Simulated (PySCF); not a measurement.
4H-1,3,5-oxadiazine (C3H4N2O), SMILES C1=NCN=CO1. Heavy atoms are numbered as in [CH:1]1=[N:2][CH2:3][N:4]=[CH:5][O:6]1. Hydrogens are named by the atom that carries them.

Coordinates come from a PBE0-D3(BJ)/def2-SVP optimisation. The values are those of a single conformer.

Computed with PBE0/pcSseg-1 (PySCF).

GIAO shieldings, no solvent; atoms alike by connectivity are averaged. δ = σ(ref) − σ: ¹³C against TMS (σ = 186.3 ppm); ¹⁵N against NH3 (σ = 267.4 ppm); ¹⁷O against H2O (σ = 334.2 ppm); ¹H against TMS (σ = 31.56 ppm), references at their B3LYP-D3(BJ)/def2-TZVP geometries, non-relativistic.

```json
[
 {"nucleus": "¹³C", "atoms": "C1 (CH)", "count": "2", "δ (ppm)": "151.4"},
 {"nucleus": "¹³C", "atoms": "C3 (CH2)", "count": "1", "δ (ppm)": "64.2"},
 {"nucleus": "¹⁵N", "atoms": "N2", "count": "2", "δ (ppm)": "273.8"},
 {"nucleus": "¹⁷O", "atoms": "O6", "count": "1", "δ (ppm)": "217.2"},
 {"nucleus": "¹H", "atoms": "H on C1", "count": "2", "δ (ppm)": "6.93"},
 {"nucleus": "¹H", "atoms": "H on C3", "count": "2", "δ (ppm)": "5.40"}
]
```
